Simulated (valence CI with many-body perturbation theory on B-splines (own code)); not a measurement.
The numbers below are computed, except where a source is named.
# Level structure of Pd VII

Method: configuration interaction combined with many-body perturbation theory (CI+MBPT): four valence electrons over a frozen Dirac-Fock core [Kr], a basis of 9 s, 9 p, 10 d, 8 f, 5 g, 3 h, 1 i functions for each j, with the one-electron correlation potential Σ1, the two-electron term Σ2, the three-electron term Σ3, Breit, model QED; selected CI, second order for the rest, scaled by the run's own slope (own B-spline code, finite nucleus).

No measured spectrum was set against this ion. As an estimate, terms of the open shell hold to 2 to 4 % of their energy, and close levels can change places; different configurations can be misplaced against each other by 1,000 to 8,000 cm⁻¹. Core correlation moves these levels by up to 19000 cm⁻¹, and in measured spectra 5 to 20 % of such shifts remained as error; rates that hang on mixing are uncertain with them. Among the levels kept, up to 290 cm⁻¹ of a level comes from second order outside the variational space, and about a tenth of that is noise between levels of different J, which matters for small intervals. Only levels of the ground parity were solved; by the run's estimate the other parity begins above the list, which can be wrong where configurations are misplaced.

Levels 1 to 45 of 67, with energies above the lowest level, 4d4 5D_0. "Leading %" is the weight of the configuration and term that name the level; weights of strongly mixed levels are sums over their largest components and can fall short. In the jj column 3d3/2^4 stands for four electrons in 3d with j = 3/2.

```csv
No.,Configuration,Term,J,E (cm⁻¹),Leading %,Second component,Leading jj,g
1,4d4,5D,0,0.0,93,6 % 4d4 3P,4d3/2^2 4d5/2^2 (55 %),
2,4d4,5D,1,971,96,,4d3/2^3 4d5/2 (66 %),1.500
3,4d4,5D,2,2431,98,,4d3/2^2 4d5/2^2 (66 %),1.497
4,4d4,5D,3,4120,98,,4d3/2^2 4d5/2^2 (50 %),1.494
5,4d4,5D,4,5928,96,,4d3/2^2 4d5/2^2 (39 %),1.491
6,4d4,3P,0,20170,86,8 % 4d4 1S,4d3/2^4 (51 %),
7,4d4,3H,4,20609,76,12 % 4d4 3G,4d3/2^3 4d5/2 (62 %),0.869
8,4d4,3H,5,22769,87,12 % 4d4 3G,4d3/2^2 4d5/2^2 (91 %),1.053
9,4d4,3H,6,24292,92,7 % 4d4 1I,4d3/2^2 4d5/2^2 (67 %),1.154
10,4d4,3P,1,24303,93,,4d3/2^2 4d5/2^2 (43 %),1.467
11,4d4,3G,3,24379,55,43 % 4d4 3F,4d3/2^2 4d5/2^2 (57 %),0.903
12,4d4,3F,2,25383,93,4 % 4d4 1D,4d3/2^2 4d5/2^2 (53 %),0.691
13,4d4,3F,4,26163,53,25 % 4d4 3G,4d3/2 4d5/2^3 (41 %),1.122
14,4d4,3P,2,29156,82,16 % 4d4 3D,4d3/2^2 4d5/2^2 (52 %),1.441
15,4d4,3F,3,29179,56,42 % 4d4 3G,4d3/2 4d5/2^3 (68 %),0.941
16,4d4,3G,4,29192,56,24 % 4d4 3F,4d3/2^2 4d5/2^2 (76 %),1.091
17,4d4,3G,5,30748,87,12 % 4d4 3H,4d3/2 4d5/2^3 (91 %),1.180
18,4d4,3D,3,34025,93,,4d3/2 4d5/2^3 (39 %),1.317
19,4d4,1I,6,34303,92,7 % 4d4 3H,4d3/2 4d5/2^3 (67 %),1.012
20,4d4,3D,2,34999,71,14 % 4d4 3P,4d3/2 4d5/2^3 (34 %),1.183
21,4d4,3D,1,35763,95,,4d3/2 4d5/2^3 (62 %),0.536
22,4d4,1G,4,38138,74,14 % 4d4 3F,4d5/2^4 (50 %),1.028
23,4d4,1S,0,41751,89,10 % 4d4 3P,4d3/2 4d5/2^3 (66 %),
24,4d4,1D,2,44049,79,9 % 4d4 3D,4d3/2^2 4d5/2^2 (45 %),1.026
25,4d4,1F,3,47505,87,7 % 4d4 3F,4d3/2 4d5/2^3 (60 %),1.015
26,4d4,3P,2,54606,93,,4d3/2^2 4d5/2^2 (55 %),1.464
27,4d4,3F,4,55869,93,5 % 4d4 1G,4d3/2^2 4d5/2^2 (74 %),1.236
28,4d4,3F,2,56356,93,,4d3/2^2 4d5/2^2 (52 %),0.695
29,4d4,3F,3,57095,90,8 % 4d4 1F,4d3/2 4d5/2^3 (87 %),1.078
30,4d4,3P,1,58280,98,,4d3/2 4d5/2^3 (87 %),1.497
31,4d4,3P,0,60219,96,,4d5/2^4 (57 %),
32,4d4,1G,4,63377,93,5 % 4d4 3F,4d3/2 4d5/2^3 (70 %),1.012
33,4d4,1D,2,82191,98,,4d3/2^2 4d5/2^2 (55 %),1.000
34,4d4,1S,0,107010,97,,4d3/2^2 4d5/2^2 (62 %),
35,4d3 5s,5F,1,219650,96,,4d3/2^3 5s (47 %),0.012
36,4d3 5s,5F,2,220910,96,,4d3/2^2 4d5/2 5s (56 %),0.999
37,4d3 5s,5F,3,222820,97,,4d3/2^2 4d5/2 5s (68 %),1.247
38,4d3 5s,5F,4,225120,97,,4d3/2 4d5/2^2 5s (67 %),1.345
39,4d3 5s,5F,5,227600,94,4 % 4d3 5s 3G,4d3/2 4d5/2^2 5s (50 %),1.391
40,4d3 5s,3F,2,231880,93,,4d3/2^2 4d5/2 5s (53 %),0.690
41,4d3 5s,3F,3,234970,91,5 % 4d3 5s 3G,4d3/2^2 4d5/2 5s (54 %),1.069
42,4d3 5s,5P,1,236560,91,8 % 4d3 5s 3P,4d3/2^2 4d5/2 5s (73 %),2.412
43,4d3 5s,5P,2,236790,83,13 % 4d3 5s 3P,4d3/2^2 4d5/2 5s (62 %),1.764
44,4d3 5s,3F,4,238000,81,9 % 4d3 5s 3G,4d3/2 4d5/2^2 5s (49 %),1.207
45,4d3 5s,5P,3,240000,97,,4d3/2 4d5/2^2 5s (64 %),1.661
```

Names give the largest LS component (configuration and term), which can be under half, so a name can repeat, a term be missing and a line seem to break the LS rules; names also repeat where a configuration has a term twice.

The ionisation energy to 4d3 4F_3/2 of the next ion comes out as 101.77 eV (NIST: 101 ± 2 eV (theoretical)). All 67 levels together are meant to be complete up to 264620 cm⁻¹.
